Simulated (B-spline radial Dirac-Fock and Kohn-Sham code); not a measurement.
These are calculated numbers from a radial finite-basis atomic code; the model is independent-particle photoionisation in a Dirac-Hartree-Slater potential with a Latter tail, all multipoles, thresholds from Dirac-Fock ΔSCF. Kinetic energies are from the vacuum level. Open shells are spread statistically over j, without multiplet splitting. Without correlation, outer binding energies are uncertain by a few eV, most for open f shells.

**Question.** A free atom or ion in its tabulated ground configuration is ionised with 3270 eV photons and gives these photoelectron lines. Identify it and assign the lines.

```csv
kinetic energy (eV),relative cross section
1884.6,40.3
2044.7,52.1
2125.8,100.0
2403.2,66.1
2420.0,93.1
2971.2,10.0
3032.0,11.1
3049.3,20.8
3151.1,10.8
3154.0,15.2
3219.0,1.9
3237.3,1.7
3239.9,3.1
3260.1,0.15
3260.2,0.20
```

**Answer.** La⁺, [Xe] 5d2. Binding energies are hν less the kinetic energy: 3s 1385.4 eV, 3p1/2 1225.3 eV, 3p3/2 1144.2 eV, 3d3/2 866.8 eV, 3d5/2 850.0 eV, 4s 298.8 eV, 4p1/2 238.0 eV, 4p3/2 220.7 eV, 4d3/2 118.9 eV, 4d5/2 116.0 eV, 5s 51.02 eV, 5p1/2 32.65 eV, 5p3/2 30.13 eV, 5d3/2 9.90 eV, 5d5/2 9.77 eV.

Run: 7.3 s of CPU time on 1 thread of Neoverse-V2 (shared host), peak memory 0.44 GiB.
